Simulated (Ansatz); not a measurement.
Ideal-gas functions of `FC(F)(F)O[SiH3]` at 800 K and 1 bar, from an Ansatz frequency run at PBE0-D4/def2-TZVP.

Molar mass 116.11 g/mol, point group C1 (symmetry number 1), electronic degeneracy 1, moments of inertia 94.115, 267.301, 267.531 u Å². Harmonic wavenumbers (cm⁻¹, unscaled): 34, 91, 146, 401, 431, 537, 616, 626, 719, 742, 789, 944, 954, 957, 1024, 1191, 1241, 1333, 2258, 2268, 2286.

Use S(trans) = R[1.5 ln M + 2.5 ln T − 1.1517]; rotational temperatures θ = 24.2544 K / I; S(rot) = R[ln(√π/σ · √(T³/θAθBθC)) + 1.5]; for each mode x = 1.438777 ν̃/T, S = R[x/(eˣ − 1) − ln(1 − e⁻ˣ)] and H = RT x/(eˣ − 1); 1 cm⁻¹ = 0.0119627 kJ/mol; R = 8.31446 J/(mol·K).

Problem. By hand: the entropy, in J/(mol·K).

Solution. Translation 188.7. Rotation: θ = 0.2577, 0.0907, 0.0907 K, giving 126.2. Vibration, mode by mode: 31.55, 23.37, 19.46, 11.21, 10.64, 8.92, 7.88, 7.75, 6.73, 6.51, 6.07, 4.85, 4.78, 4.76, 4.32, 3.41, 3.18, 2.79, 0.74, 0.73, 0.71, in all 170.3. Electronic 0.0. Sum 485.2 J/(mol·K).

Problem. By hand: H − E and G − E in kJ/mol, counted from the electronic energy.

Solution. Zero-point energy ½ × 19588 × 0.0119627 = 117.2; thermal vibration 64.5; translation, rotation and pV give 4 RT = 26.6. H − E = 208.3 kJ/mol, and G − E = 208.3 − 800 × 485.2/1000 = -179.9 kJ/mol.

Vibration gives 35 % of the entropy, 74.4 J/(mol·K) of it from the modes under 150 cm⁻¹: soft modes count most, and the harmonic formula is weakest for them. The sum counts one conformer and one mirror image; others add a mixing term.
